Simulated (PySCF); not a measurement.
**19F chemical shifts**

Level of theory: coordinates at the GFN2-xTB level, shieldings: GIAO PBE0/pcSseg-1, in PySCF (no solvent, rapidly exchanging positions averaged, one computed conformer, relativity neglected).

Shieldings were converted by a linear fit to measured shifts: 19F: δ = 146.13 − 0.903σ +14.6 on sp3 carbon (rms 6.0 ppm, 223 shifts, 7.0 ppm with the 5 outliers that the fit left out vs CFCl3, solution or neat liquid). Occasional misses reach two or three times the rms, and more in compound classes unlike the fitted ones.

**Question.** Give the 19F shifts of `CC(=S)c1nccnc1F`.

**Answer.** 
```tsv
compound	environment	δ (ppm)
CC(=S)c1nccnc1F	aryl fluorine	-74.2
```

**Question.** Order these by 19F shift, lowest first.
A. CC(=O)c1cccc(CF)c1
B. FC(F)(F)[C@@H]1CCC[SiH2]1
C. C=C(C=O)[SiH2]CF
D. C[C@@H]1[SiH2]C[C@H]1C(F)(F)F
E. FC(F)(F)Sc1ccccc1

**Answer.** C (-262.8 ppm, fluorine on an sp3 carbon), A (-233.9 ppm, fluorine on an sp3 carbon), D (-77.1 ppm, fluorine of a CF3 group), B (-64.3 ppm, fluorine of a CF3 group), E (-45.6 ppm, fluorine of an SCF3 group).
